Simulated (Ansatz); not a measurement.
One change: `C[CH](C)[Zn][OH]` becomes `COC(C)C`.

Ansatz, PBE0-D4/def2-TZVP geometries, multiplicity 1. Each molecule was computed in one conformer, which needn't be the lowest.

Scalar relativity is left out up to krypton.

```json
{"property": "LUMO energy (ωB97M-V/def2-TZVPP) / eV", "`C[CH](C)[Zn][OH]`": "1.10"}
{"property": "HOMO energy (PBE/def2-TZVPP) / eV", "`C[CH](C)[Zn][OH]`": "-6.14"}
{"property": "HOMO–LUMO gap (PBE0/def2-TZVPP) / eV", "`C[CH](C)[Zn][OH]`": "6.96"}
{"property": "HOMO energy (ωB97M-V/def2-TZVPP) / eV", "`C[CH](C)[Zn][OH]`": "-9.45"}
{"property": "LUMO energy (B3LYP/def2-TZVPP) / eV", "`C[CH](C)[Zn][OH]`": "-0.60"}
{"property": "HOMO energy (B3LYP/def2-TZVPP) / eV", "`C[CH](C)[Zn][OH]`": "-7.10"}
```

Task: Give the same properties after the change, and the shifts. (Best estimate.)

Result: Computed: 
```tsv
property	`COC(C)C`	shift
LUMO energy (ωB97M-V/def2-TZVPP) / eV	2.74	1.64
HOMO energy (PBE/def2-TZVPP) / eV	-5.73	0.41
HOMO–LUMO gap (PBE0/def2-TZVPP) / eV	8.58	1.62
HOMO energy (ωB97M-V/def2-TZVPP) / eV	-9.72	-0.27
LUMO energy (B3LYP/def2-TZVPP) / eV	0.94	1.54
HOMO energy (B3LYP/def2-TZVPP) / eV	-7.08	0.02
```

With PBE0 the HOMO falls by 0.05 eV and the LUMO rises by 1.57 eV, so the gap widens by about 1.62 eV. PBE moves the HOMO by 0.41 eV and ωB97M-V by -0.27 eV.

Positive LUMOs are unbound, so they and the gaps depend on the basis.

B3LYP here is the variant with VWN-RPA as its local correlation; programs differ in this.
